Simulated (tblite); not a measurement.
Compound: C7H11S (doublet state).
Cartesian coordinates in Å at the GFN2-xTB level; atoms count from 1:
```xyz
19
C7H11S angstrom
C      3.1110    0.7123    0.6211
C      2.2881   -0.1323    0.4118
C      1.3325   -1.1680    0.1015
S      2.1839   -2.5019   -0.8020
C      0.1571   -0.6434   -0.7301
C     -0.6394    0.4594   -0.0223
C     -1.3310   -0.0603    1.2360
C     -1.6743    1.0288   -0.9915
H      3.8152    1.4619    0.8263
H      0.9751   -1.6331    1.0260
H     -0.5052   -1.4798   -0.9664
H      0.5536   -0.2506   -1.6696
H      0.0538    1.2595    0.2617
H     -1.9529   -0.9223    1.0014
H     -0.6081   -0.3467    1.9961
H     -1.9670    0.7132    1.6601
H     -2.2331    1.8339   -0.5201
H     -1.1929    1.4243   -1.8829
H     -2.3764    0.2545   -1.2944
```

Method: GFN2-xTB as coded in tblite; computed harmonic values from a numerical Hessian at the method's own geometry, unscaled. Errors from tens to a few hundred cm⁻¹ against measured bands are possible. One conformer, not necessarily the lowest. Open shells enter through the occupations alone, without spin polarisation, and single modes of such species can be off by tens of per cent.

Harmonic wavenumbers (cm⁻¹): 33.0, 79.5, 116.9, 153.2, 186.6, 210.9, 234.5, 263.4, 348.1, 399.7, 418.7, 435.2, 489.4, 634.9, 660.4, 745.4, 863.3, 867.8, 949.5, 960.4, 982.3, 990.2, 1080.2, 1092.9, 1135.2, 1158.3, 1182.6, 1206.0, 1264.3, 1292.2, 1337.3, 1343.6, 1410.6, 1423.4, 1475.8, 1495.2, 1501.1, 1504.4, 1514.7, 2271.5, 2907.2, 2933.1, 2971.4, 2981.1, 3025.0, 3030.0, 3031.5, 3036.0, 3040.7, 3044.0, 3398.6.

A = 2365, B = 1001, C = 840.9 MHz; mass 127.058 u (most abundant isotopes); point group C1, symmetry number 1; spin multiplicity 2.

Q: What is the zero-point energy?

A: ½Σν̃ = 34556 cm⁻¹ = 98.80 kcal/mol.

Q: Give the ideal-gas entropy at 500 K and 1 bar in the rigid-rotor, harmonic-oscillator model (classical rotation).

A: Translation 43.03, rotation 31.01, vibration 49.81, spin (R ln 2) 1.38: S = 125.2 cal/(mol K).

Q: And Cp and H(500 K) − H(0)?

A: Cp = 55.47 cal/(mol K), of which vibrations give 47.52 (their classical limit is 51 R = 101.3); H(500 K) − H(0) = 16.54 kcal/mol without the zero-point energy, 12.57 from vibrations.

Q: How do the functions run with temperature in this model?

A: 
| T (K) | S (cal/(mol K)) | Cp (cal/(mol K)) | H − H(0) (kcal/mol) | G − H(0) (kcal/mol) | ln q(vib) |
| --- | --- | --- | --- | --- | --- |
| 100 | 71.5 | 19.2 | 1.32 | -5.84 | 1.87 |
| 200 | 88.0 | 29.0 | 3.74 | -13.85 | 4.57 |
| 300 | 101.5 | 38.3 | 7.10 | -23.34 | 7.25 |
| 800 | 155.4 | 72.9 | 36.02 | -88.31 | 19.72 |
| 1000 | 172.6 | 80.7 | 51.41 | -121.14 | 24.24 |

q(vib) and H(0) count from the zero-point level.

Q: What must be added to the electronic energy to get the Gibbs energy at 500 K and 1 bar?

A: ZPE + [H(500 K) − H(0)] − T·S = 98.80 + 16.54 − 62.61 = 52.73 kcal/mol.

Q: Blend soft modes into free rotors: weight 1/[1 + (100 cm⁻¹/ν̃)⁴] for the oscillator and the rest for a rotor with moment μB/(μ + B), μ = h/(8π²ν), B = 10⁻⁴⁴ kg m². What vibrational entropy results?

A: 46.19 cal/(mol K) in place of 49.81, which changes −T·S at 500 K by +1.81 kcal/mol.

Q: Which modes carry the vibrational entropy at 500 K?

A: 33.0 cm⁻¹: 6.67; 79.5 cm⁻¹: 4.92; 116.9 cm⁻¹: 4.16; 153.2 cm⁻¹: 3.63; 186.6 cm⁻¹: 3.25; 210.9 cm⁻¹: 3.01 cal/(mol K); the other 45 give 24.17 together.

Hindered rotation and anharmonicity are outside this model. Other conformers, if any are populated, would add a mixing term that is left out. The structure is chiral; the term R ln 2 for an equal mix with its mirror image is left out.

The run took 0.86 s on one thread, Arm Neoverse V1 (aarch64), shared host with 32 logical CPUs at a one-minute load of 46. The figure is for the frequency step alone.
